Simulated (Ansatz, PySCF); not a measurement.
Reaction R1 → P1, each structure at its B3LYP-D3(BJ)/def2-TZVP stationary point, reached from a drawn start; harmonic modes at that level show minima.
R1, CHN (SMILES C#N) (charge 0, multiplicity 1):
```xyz
3

C      0.000     0.000    -0.026
N      0.000     0.000     1.120
H      0.000     0.000    -1.093
```
P1, CHN (SMILES [C-]#[NH+]) (charge 0, multiplicity 1):
```csv
atom,x (Å),y (Å),z (Å)
H,0.0000,0.0000,-1.0530
N,0.0000,0.0000,-0.0555
C,0.0000,0.0000,1.1086
```

P less R. No zero-point or thermal terms.

Correlated levels freeze the cores.

The values were computed with Ansatz (a first-principles code) with Gaussian orbitals; PySCF for the D3/D4 terms. No computed number here is a measurement.

| level | reaction energy (kcal/mol) |
|---|---|
| SVWN5/def2-TZVPP | 13.94 |
| r2SCAN/def2-TZVPP | 14.39 |
| r2SCAN-D4/def2-TZVPP | 14.39 |
| PBE0/def2-TZVPP | 13.69 |
| PBE0-D4/def2-TZVPP | 13.67 |
| BHLYP-D4/def2-TZVPP | 12.43 |
| wB97X-V/def2-TZVPP | … |
| B2PLYP-D4/def2-TZVPP | … |
| CCSD(T)/cc-pVQZ | … |

**Question.** Complete the blanks.

**Answer.** 
- wB97X-V/def2-TZVPP, reaction energy (kcal/mol): 13.00
- B2PLYP-D4/def2-TZVPP, reaction energy (kcal/mol): 15.27
- CCSD(T)/cc-pVQZ, reaction energy (kcal/mol): 14.77
